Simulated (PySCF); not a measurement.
# Reading the logs of faulty runs: GeH5N2Si cation

Calculated results; nothing here was measured. The program is PySCF 2.14.0, an open-source quantum chemistry code, run on an isolated molecule that a program drew, which may never have been made. The molecule is GeH5N2Si cation (charge +1, singlet), drawn as the SMILES string `[NH2][GeH]=[N][SiH2+]`.

Each row is a Hartree-Fock (HF) and frozen-core CCSD(T) single point in the cc-pV(D+d)Z basis, meant for a local HF minimum. Run 1 is clean. Each other run has one planted mistake out of seven kinds, and not every kind appears here: one electron removed, one electron added, multiplicity raised by two, geometry at a saddle point, minimal basis STO-3G, one bond length entered in bohr, all coordinates scaled. The reference is restricted for singlets and unrestricted otherwise, and also for a bond in bohr. Adding or removing an electron swaps singlet and doublet. Electrons count all cores. HOMO and LUMO are orbital energies over both spins, the gradient is its largest component, and the lowest frequency (negative if imaginary) is given only where the gradient is small. Bond lengths are over the 8 bonds as drawn. T1 is the CCSD diagnostic: over 0.02 (restricted) or 0.045 (unrestricted) a single reference is doubtful. Germanium has the cc-pVDZ-PP basis, with a core potential (ECP10MDF) in place of its 10 inner electrons, and its 3s, 3p and 3d shells are frozen in CCSD(T).

Geometry of the clean run:
```xyz
9
GeH5N2Si cation, angstrom
N     0.5138   -1.9102   -1.4145
Ge    0.0237   -1.3992    0.1745
N    -0.0481    0.2487    0.5750
Si   -0.1330    1.7579    1.0282
H     0.5637   -2.8762   -1.6811
H     0.7663   -1.2699   -2.1445
H    -0.3243   -2.4907    1.1471
H    -1.3548    2.5450    0.8686
H     1.0085    2.4524    1.6221
```

```
run  electrons  basis functions  <S^2>  HOMO (eV)  LUMO (eV)  gradient (hartree/bohr)  lowest frequency (cm^-1)  mean bond (Å)  longest bond (Å)      T1  HF (hartree)  CCSD(T) (hartree)                     mistake
  1         64               99  0.000     -15.50      -2.98                  4.7e-05                        88         1.4311             1.740  0.0189    -693.89309         -694.44867                    no fault
  2         64               99  0.000     -15.65      -3.70                  5.4e-05                      -106         1.4345             1.736  0.0185    -693.88908         -694.44394  geometry at a saddle point
  3         64               99  0.869     -14.31      -3.75                  1.6e-02                         -         1.5937             2.763  0.0385    -693.78231         -694.32598                           ?
  4         64               99  0.000     -15.20      -3.09                  2.9e-02                         -         1.4812             1.801  0.0214    -693.88013         -694.44694                           ?
```

**Which mistake was planted in run 3, and what did it cost?**

The mean bond changes by a factor of 1.114 and the longest by 1.588, so the molecule wasn't scaled as a whole. A length L in bohr read as angstrom grows by (1/0.5292 - 1) L = 0.890 L. The 8 bonds together grew by 8 x 0.1626 = 1.301 Å, which gives L = 1.462 Å. That is the length of one of the H-Si bonds, 1.462 Å in the clean geometry. So the mistake is: one bond length entered in bohr. Subtracting run 1 and multiplying by 627.51 kcal/mol a hartree, the energy moved by 69.5 kcal/mol in HF and 77.0 kcal/mol in CCSD(T).

**Which mistake was planted in run 4, and what did it cost?**

The mean and the longest bond both change by the same factor, 1.035, and the gradient is no longer small. So the mistake is: all coordinates scaled. Subtracting run 1 and multiplying by 627.51 kcal/mol a hartree, the energy moved by 8.1 kcal/mol in HF and 1.1 kcal/mol in CCSD(T).

Cautions from the logs. Run 4: T1 is over the limit, so its CCSD(T) energy is less reliable.
